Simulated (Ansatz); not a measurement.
C18H15BrTe⁻, that is triphenyltelluronium bromide with one electron more. Total charge -1; doublet. Geometry PBE-D4/def2-SVP, that of the neutral singlet; atoms count from 1.

```xyz
35

Br   -3.160    2.713    0.252
C     1.846   -2.414   -3.050
C     2.335   -1.568   -2.041
C     1.473   -0.663   -1.398
C     0.116   -0.600   -1.765
Te   -1.411    0.791   -0.902
C     0.158    1.987   -0.047
C     1.082    2.599   -0.907
C     2.091    3.409   -0.359
C     2.172    3.590    1.030
C     1.239    2.970    1.876
C     0.217    2.170    1.341
C    -1.742   -0.566    0.773
C    -0.861   -1.636    1.004
C    -1.114   -2.509    2.074
C    -2.241   -2.323    2.891
C    -3.118   -1.257    2.641
C    -2.873   -0.368    1.581
C    -0.365   -1.443   -2.783
C     0.494   -2.352   -3.421
H     2.524   -3.122   -3.552
H     3.396   -1.614   -1.749
H     1.868   -0.010   -0.604
H     1.032    2.447   -1.996
H     2.816    3.899   -1.026
H     2.965    4.223    1.455
H     1.297    3.116    2.965
H    -0.535    1.709    1.998
H     0.017   -1.798    0.364
H    -0.420   -3.343    2.264
H    -2.435   -3.015    3.725
H    -4.004   -1.104    3.276
H    -3.538    0.492    1.394
H    -1.426   -1.398   -3.088
H     0.107   -3.011   -4.214
```

In the def2 sets Te takes a core potential; there is no spin–orbit coupling. Single mean-field runs in def2-TZVP are fitted with def2-universal-jkfit. The highest occupied level of the charge -1 doublet lies above zero (up to 0.70 eV). By energy differences its removal costs 0.51 eV (vertical, to the charge 0 singlet, at PBE0-D4/def2-TZVP); self-interaction error and the lack of diffuse functions both raise the level.

Problem. Estimate the Mulliken populations of the heavy atoms from the PBE0/def2-TZVP orbitals of Ansatz.

Solution. 
```
atom  charge (e)  spin (α − β)
 Br1       -0.64          0.00
  C2       -0.13          0.09
  C3       -0.14         -0.03
  C4       -0.18          0.06
  C5       -0.07          0.02
 Te6        0.36          0.45
  C7        0.14          0.07
  C8       -0.25         -0.01
  C9       -0.09          0.01
 C10       -0.13          0.01
 C11       -0.12          0.00
 C12       -0.17          0.02
 C13       -0.03          0.10
 C14       -0.13          0.07
 C15       -0.18         -0.04
 C16       -0.12          0.12
 C17       -0.15         -0.02
 C18       -0.15          0.04
 C19       -0.17          0.01
 C20       -0.14         -0.01
```
Mulliken values and Mayer orders depend strongly on the basis.

Problem. Where does the spin sit?

Solution. Summed by element: Br 0.00, C 0.51, Te 0.45, H 0.05, of 1 unpaired in all. Largest on single atoms: Te6 0.45, C16 0.12, C13 0.10.

Problem. And the Mayer bond orders between bonded heavy atoms (over 0.3)?

Solution. Br1–Te6 0.49 (2.84 Å); C2–C3 1.40 (1.40 Å); C2–C20 1.37 (1.40 Å); C3–C4 1.42 (1.41 Å); C4–C5 1.26 (1.41 Å); C5–Te6 0.93 (2.24 Å); C5–C19 1.40 (1.41 Å); Te6–C7 0.72 (2.15 Å); Te6–C13 0.90 (2.18 Å); C7–C8 1.38 (1.40 Å); C7–C12 1.39 (1.40 Å); C8–C9 1.41 (1.40 Å); C9–C10 1.40 (1.40 Å); C10–C11 1.40 (1.40 Å); C11–C12 1.40 (1.40 Å); C13–C14 1.31 (1.41 Å); C13–C18 1.36 (1.40 Å); C14–C15 1.46 (1.40 Å); C15–C16 1.38 (1.40 Å); C16–C17 1.36 (1.40 Å); C17–C18 1.45 (1.40 Å); C19–C20 1.44 (1.40 Å).
